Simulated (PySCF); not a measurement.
# What a mistake does to a calculation on AlBC2H7

All numbers below are calculated, not measured. The program is PySCF 2.14.0, an open-source quantum chemistry code, run on an isolated molecule that a program drew, which may never have been made. The molecule is AlBC2H7 (charge 0, doublet), drawn as the SMILES string `B[CH](C)[AlH]`.

Each row is a Hartree-Fock (HF) and frozen-core CCSD(T) single point in the cc-pV(D+d)Z basis, meant for a local HF minimum. Run 1 is clean. Each other run has one planted mistake out of seven kinds, and not every kind appears here: one electron removed, one electron added, multiplicity raised by two, geometry at a saddle point, minimal basis STO-3G, one bond length entered in bohr, all coordinates scaled. The reference is restricted for singlets and unrestricted otherwise, and also for a bond in bohr. Adding or removing an electron swaps singlet and doublet. Electrons count all cores. HOMO and LUMO are orbital energies over both spins, the gradient is its largest component, and the lowest frequency (negative if imaginary) is given only where the gradient is small. Bond lengths are over the 10 bonds as drawn. T1 is the CCSD diagnostic: over 0.02 (restricted) or 0.045 (unrestricted) a single reference is doubtful.

Geometry of the clean run:
```xyz
11
AlBC2H7, angstrom
B    -2.0144   -1.2857   -0.0756
C    -1.0466   -0.5288    0.8450
C    -1.6107    0.2601    2.0394
Al    0.0948    0.5828   -0.3936
H    -1.6241   -2.1737   -0.7890
H    -3.1720   -0.9560   -0.1589
H    -0.2056   -1.1812    1.1458
H    -0.8627    0.8927    2.5252
H    -2.4306    0.9097    1.7246
H    -2.0075   -0.4120    2.8054
H     0.7911   -0.1192   -1.6426
```

```
run  electrons  basis functions  <S^2>  HOMO (eV)  LUMO (eV)  gradient (hartree/bohr)  lowest frequency (cm^-1)  mean bond (Å)  longest bond (Å)      T1  HF (hartree)  CCSD(T) (hartree)                 mistake
  1         37              100  0.754      -7.99       0.71                  2.3e-05                       121         1.3481             2.018  0.0143    -346.36672         -346.86056                no fault
  2         37              100  0.755      -8.02       0.68                  1.0e-02                         -         1.3724             2.054  0.0146    -346.36396         -346.86037  all coordinates scaled
  3         36              100  0.000     -15.77      -6.51                  4.9e-02                         -         1.3481             2.018  0.0138    -346.09928         -346.58690    one electron removed
  4         37               31  0.756      -4.76       6.54                  3.1e-02                         -         1.3481             2.018  0.0131    -342.20337         -342.42482    minimal basis STO-3G
  5         38              100  0.000      -0.46       6.10                  5.1e-02                         -         1.3481             2.018  0.0224    -346.35433         -346.88861                       ?
```

**Which mistake was planted in run 5, and what did it cost?**

It counts 38 electrons, one more than the clean run, at the same geometry and basis. So the mistake is: one electron added. Subtracting run 1 and multiplying by 627.51 kcal/mol a hartree, the energy moved by 7.8 kcal/mol in HF and -17.6 kcal/mol in CCSD(T).

Cautions from the logs. Run 5: T1 is over the limit, so its CCSD(T) energy is less reliable.
